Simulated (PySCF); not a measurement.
# Static response to an electric field

Species: C₅H₁₁OPSi.
Cartesian coordinates in Å at the PBE0-D3(BJ)/def2-SVP level; atoms count from 1:
```xyz
19
C5H11OPSi angstrom
C     -1.1593    2.9803   -0.8066
C     -0.6282    1.8895   -0.7515
P      0.1632    0.2939   -0.7453
O      0.8886   -0.0346   -2.0118
C     -1.2000   -0.8490   -0.3600
C     -2.0098   -0.5619    0.8933
C      1.2627    0.3344    0.6926
Si     2.5024   -1.1023    0.5995
H     -1.6248    3.9486   -0.8630
H     -1.8277   -0.8296   -1.2664
H     -0.7335   -1.8482   -0.3337
H     -1.4038   -0.6664    1.8061
H     -2.4254    0.4572    0.8785
H     -2.8516   -1.2648    0.9799
H      1.8292    1.2786    0.6511
H      0.6964    0.3243    1.6370
H      3.5352   -0.8477   -0.4389
H      1.7833   -2.3795    0.3138
H      3.1640   -1.2277    1.9349
```

Level: PBE0/def2-SVPD (PySCF), static field, nuclei fixed, core orbitals frozen in the response. The polarisability tensor in these axes (au):

```
x   117.95 -16.00   3.18
y   -16.00 121.08  -6.80
z     3.18  -6.80  97.90
```

Question: Give the principal values, the mean and the anisotropy Δα = √{½[(α1 − α2)² + (α2 − α3)² + (α1 − α3)²]}.

Answer: Principal values 95.95, 104.06 and 136.92 au; mean 112.31 au = 16.64 Å³ = 18.52 × 10⁻⁴⁰ C²·m²/J; Δα = 37.57 au (33 % of the mean).

Question: What is the dipole moment, and where does it point?

Answer: (-2.47, 1.07, 3.66) D, 4.54 D in size, pointing from the negative to the positive side. Measured along this direction, the outermost atoms are H17 at the negative end and H13, H12 and H14 at the positive end.

Question: What depolarisation ratio follows for Rayleigh scattering of linearly polarised light, taking the static tensor?

Answer: ρ = 3Δα²/(45ᾱ² + 4Δα²) = 4235.5/(567613 + 5647.4) = 0.00739.

Question: Find the Langevin capture rate constant for NH4+ (18.034 u) meeting this molecule (146.032 u), k = 2.342 × 10⁻⁹ cm³/s × √(α in Å³ / reduced mass in u).

Answer: The reduced mass is 16.05 u, so k = 2.38 × 10⁻⁹ cm³/s. The formula leaves out the permanent dipole, which adds to the capture rate.

Question: In TDDFT the mean static polarisability is Σ f/ω² over all singlet excitations (ω in hartree). How much of it do the 10 lowest give? Their energies (eV) and oscillator strengths: 5.85, 0.0018; 6.05, 0.0007; 6.09, 0.0148; 6.27, 0.0080; 6.29, 0.0175; 6.55, 0.0044; 6.76, 0.0088; 6.97, 0.0128; 7.29, 0.0069; 7.62, 0.0023.

Answer: They add up to 1.36 au, 1.2 % of the 112.31 au; the largest single term is 0.33 au, from the state at 6.29 eV. Terms in order: 0.04, 0.01, 0.30, 0.15, 0.33, 0.08, 0.14, 0.19, 0.10, 0.03 au. Higher excitations give the rest. The strengths listed sum to 0.078.

Question: Give the eigenvalues of the traceless quadrupole moment Θ = ½Σq(3rr − r²1), origin at the centre of nuclear charge.

Answer: -15.22, 4.17, 11.05 D·Å. The values depend on the origin, since the dipole doesn't vanish. The electronic extent ⟨r²⟩ about the same centre is 1559 bohr², a root-mean-square distance of 2.37 Å for the 78 electrons.

Question: Refractivity n − 1 of an ideal gas of it at 400 K and 1 atm, from the electronic α?

Answer: N = p/kT = 1.8347 × 10¹⁹ cm⁻³, so n − 1 = 2π × N × 16.64 × 10⁻²⁴ cm³ = 1919 × 10⁻⁶ at long wavelengths.

Isolated species at its PBE0-D3(BJ)/def2-SVP geometry (one conformer only).

The run behind these numbers computed excited states and ΔSCF ions as well. On one thread of an Arm Neoverse V1, no GPU, shared host with 32 logical CPUs at a one-minute load of 22, this took 7.1 min of wall time and 1.1 GiB of memory at its peak.
